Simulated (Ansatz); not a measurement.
Consider the cleavage of the Sb–Si bond: `[SiH3][SbH2]` + HCl → `[Cl][SbH2]` + SiH₄.

Calculated with Ansatz (gas phase, PBE0-D4/def2-TZVP geometries, no zero-point term in ΔE). CCSD(T)/CBS is the MP2 limit (def2-TZVPP, def2-QZVPP) plus CCSD(T) − MP2 in def2-TZVPP, frozen cores. This one scheme is used for every species. Functionals use def2-TZVPP. B3LYP here is the variant with VWN-RPA as its local correlation; programs differ in this. def2 core potentials past Kr. For Sb outer-core shells are correlated without core-valence functions, which leaves a few kJ/mol of doubt a bond.

`[SiH3][SbH2]`:

Z-matrix (Å, degrees):
```
Si
Sb 1 2.574
H 1 1.485 2 112.8
H 1 1.487 2 108.7 3 -121.0
H 1 1.487 2 108.6 3 121.0
H 2 1.708 1 90.9 3 -46.0
H 2 1.709 1 91.0 3 45.5
```

HCl:

Z-matrix (Å, degrees):
```
Cl
H 1 1.279
```

`[Cl][SbH2]`:

Cartesian coordinates in Å:
```
Cl 0.427 1.330 -1.330
Sb -0.618 0.206 0.458
H 0.854 -0.230 1.217
H -0.663 -1.306 -0.345
```

SiH₄:

```xyz
5

Si    0.000    0.000    0.000
H     0.554   -1.333   -0.348
H    -1.352   -0.165    0.590
H    -0.093    0.833   -1.226
H     0.891    0.665    0.984
```

| level | ΔE (eV) |
| --- | --- |
| B3LYP-D4 | -0.34 |
| PBE | -0.23 |
| HF/def2-QZVPP | -0.50 |
| CCSD(T)/def2-QZVPP | -0.25 |

(1) What does CCSD(T)/CBS give? (Best estimate.)

Largest T1 diagnostic among the species: 0.014.

Answers

(1) The calculation gave: -0.25 eV. The listed levels differ from it by -0.09, 0.02, -0.25, 0.00 eV.

Leaving LDA and LC-ωPBE aside and taking each functional with its dispersion term where it has one, the values, not all of them listed here, spread over 0.18 eV, from B97M-V to HSE06-D4. LDA lies +0.11 eV from PBE without D4. At CCSD(T), def2-SVP lies +0.08 eV from the extrapolated value and def2-TZVPP +0.04 eV.
